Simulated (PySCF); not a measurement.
Work out the structure from these simulated measurements.

Formula: C4H9Cl2O; charge +1.

| Quantity | Value |
| --- | --- |
| 13C NMR | chemical shifts (computed TMS as zero) by class: 96.1 (1 C), 82.9 (1 C), 78.0 (2 C) ppm [GIAO PBE0/pcSseg-1] |
| Triplet | lowest triplet excitation (Tamm–Dancoff): 5.92 eV [TDA PBE0/def2-SVPD] |
| UV, strongest line | among the 6 lowest singlet transitions: S2 at 6.65 eV (186 nm, f = 0.019) [TDDFT PBE0/def2-SVPD] |
| UV, first state | lowest singlet excitation: 6.59 eV (188 nm, f = 0.001) [TDDFT PBE0/def2-SVPD] |
| NMR, other nuclei | isotropic shieldings of nuclei other than C and H, by class: 296 (1 O), 639 (2 Cl) ppm [GIAO PBE0/pcSseg-1] |
| Polarisability | 75.9 au [PBE0/def2-SVPD] |
| 1H NMR | chemical shifts (computed TMS as zero) by class: 6.65 (1 H), 4.72 (6 H), 4.55 (2 H) ppm [GIAO PBE0/pcSseg-1] |
| Rotational structure | rotational constants A, B, C: 2.313, 1.270, 1.016 GHz [GFN2-xTB] |

Gas-phase values; electronic properties from PySCF, density fitting. Levels stand in brackets. NMR shifts are as computed; neighbouring signals can stand in another order in a measured spectrum. Geometry: GFN2-xTB, one conformer, isolated ion. Each NMR value is the plain mean over a class of atoms that symmetry, rotation or inversion makes alike.

Q: What is the compound? Reason from the data.

A: Numbering: `[CH3:1][O+:2]([CH3:3])[CH2:4][CH:5]([Cl:6])[Cl:7]`. 4 carbons fall into 3 classes; from least to most shielded: sp3 carbon bound to oxygen [C4] (96.1 ppm), CHCl2 carbon [C5] (82.9 ppm), O-methyl carbon [C1/C3] (78.0 ppm, 2 C). Hydrogen classes from least to most shielded: 1 H on a CHCl2 carbon, C5 (6.65 ppm), 6 H on 2 O-methyl carbons, C1/C3 (4.72 ppm, a mean of values up to 1.9 ppm apart in this geometry), 2 H on an sp3 carbon bound to oxygen, C4 (4.55 ppm). The other shieldings belong to: 296 ppm, oxonium oxygen [O2]; 639 ppm, alkyl chlorine [Cl6/Cl7]. S1 is mainly HOMO−1→LUMO (weight 0.82); the largest Löwdin shares of the orbital it empties are 0.42 on an alkyl chlorine, 0.34 on an alkyl chlorine, 0.10 on the CHCl2 carbon and 0.05 on the methine hydrogen, of the orbital it fills 0.23 on an alkyl chlorine, 0.17 on the CHCl2 carbon, 0.13 on the sp3 carbon bound to oxygen and 0.10 on the oxonium oxygen. The optimised geometry has point group C1 and is an asymmetric top. Structure: `C[O+](C)CC(Cl)Cl`. The assignments are read from this structure; whether some other isomer fits the data as well wasn't checked. NMR values of atoms bound to several Cl lack the spin–orbit term that these neighbours bring.

Conformer computed: `[CH3:1][O+:2]([CH3:3])[CH2:4][CH:5]([Cl:6])[Cl:7]`: C1–O2–C4–C5 65°, O2–C4–C5–Cl6 -86°.
